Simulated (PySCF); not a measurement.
# Gas-phase XPS of `[SiH3]Br`, computed

Compound: BrH3Si.
Z-matrix (Å and degrees, PBE0-D3(BJ)/def2-TZVP geometry), rows numbered from 1:
```
Si
Br  1  2.2187
H   1  1.4805  2  108.42
H   1  1.4805  2  108.40  3   119.98
H   1  1.4805  2  108.39  3  -120.01
```

Computed, not measured: PySCF, delta-SCF UKS SCAN, pcX-3 on the ionised atom, pcseg-2 elsewhere, spin-free X2C. Each binding energy is the total energy of the core-ionised species, with the hole localised on one atom, minus that of the ground state; both are solved self-consistently, so orbital relaxation is included.

Task: What binding energy does each computed site have?

Result: 
| atom(s) | environment | level | binding energy (eV) | 2p1/2 (eV) | count |
| --- | --- | --- | --- | --- | --- |
| Si1 | SiH3 silicon | Si 2p3/2 | 107.81 | 108.44 | 1 |
| Si1 | SiH3 silicon | Si 1s | 1847.73 | – | 1 |

Task: Which photon energy gives electrons from Si 2p3/2 of Si1 a kinetic energy of 200 eV, and what is their de Broglie wavelength?

Result: hν = 107.81 + 200 = 307.81 eV, recoil neglected; λ = 12.264 Å/√(E/eV) = 0.87 Å.

Task: Express the binding energy of Si 2p3/2 of Si1 in atomic units and per mole.

Result: 107.81 eV = 3.9619 Eh = 10402 kJ/mol.

The 2p values aren't plain energy differences: one relaxed spin-free 2p hole is combined with a matrix within the shell (ground-state 2p orbital-energy differences and spin–orbit coupling). 2p3/2, the mean of its two sublevels, lies a third of the splitting below the shell's mean and 2p1/2 two thirds above it; the statistical areas are 2:1. 2p1/2 minus 2p3/2 (ligand field included): Si 0.63 eV. No level of bromine is listed. Geometry: PBE0-D3(BJ)/def2-TZVP; no solvent, vibrations or thermal averaging.
